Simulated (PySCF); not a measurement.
4-methyl-2H-pyrrole (C5H7N), SMILES CC1=CCN=C1. Geometry optimised at B3LYP-D3(BJ)/def2-SVP. Other conformers were not sampled.

The numbers are results of PySCF with B3LYP-D3(BJ)/def2-SVP, not measurements.

Harmonic wavenumbers (cm⁻¹): 134, 237, 319, 387, 585, 633, 769, 851, 904, 942, 951, 983, 995, 1019, 1055, 1151, 1199, 1248, 1295, 1357, 1382, 1401, 1453, 1460, 1598, 1707, 3022, 3023, 3056, 3085, 3127, 3140, 3217. Rotational constants (GHz): 8.312, 3.270, 2.417; symmetry number 1.

Problem. Work out the zero-point energy and the ideal-gas rigid-rotor harmonic-oscillator thermochemistry at 298.15 K and 1 atm.

Solution. ZPE = ½ Σ hcν = ½ × 47684 cm⁻¹ = 68.17 kcal/mol. H − E(el) = 72.26 kcal/mol. Entropy in cal/(mol K): translation 39.09, rotation 25.99, vibration 9.29, total 74.38. G − E(el) = 50.09 kcal/mol. Cp = 22.30 cal/(mol K). Modes under 150 cm⁻¹ make the vibrational entropy uncertain.
